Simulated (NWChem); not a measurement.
Molecule: C$_{2}$H$_{4}$ClFSi; SMILES C=C([SiH2]Cl)F

```xyz
9

C     -1.5606     1.2601     0.0000
C     -0.2311     1.2156     0.0000
F      0.4913     2.3536     0.0000
Si     0.8727    -0.3093     0.0000
Cl    -0.3325    -1.9897     0.0000
H     -2.1310     0.3300     0.0000
H     -2.0938     2.2149     0.0000
H      1.7259    -0.3192    -1.2186
H      1.7259    -0.3192     1.2186
```
Atoms are numbered in this order, from 1.

Computed with NWChem. The geometry was optimised at PBE0/def2-SVP. Level: PBE0/def2-SVP with SMD (1 M gas to 1 M solution), gas-phase geometry. Reactions with the solvent are ignored.

For solvent water:

```
Property                                     Value
-------------------------------------------  -----
solvation free energy (kcal/mol)               2.1
cavity-dispersion-structure term (kcal/mol)    4.3
```

What are these values for solvent toluene?


- solvation free energy (kcal/mol) = -1.7
- cavity-dispersion-structure term (kcal/mol) = -0.5
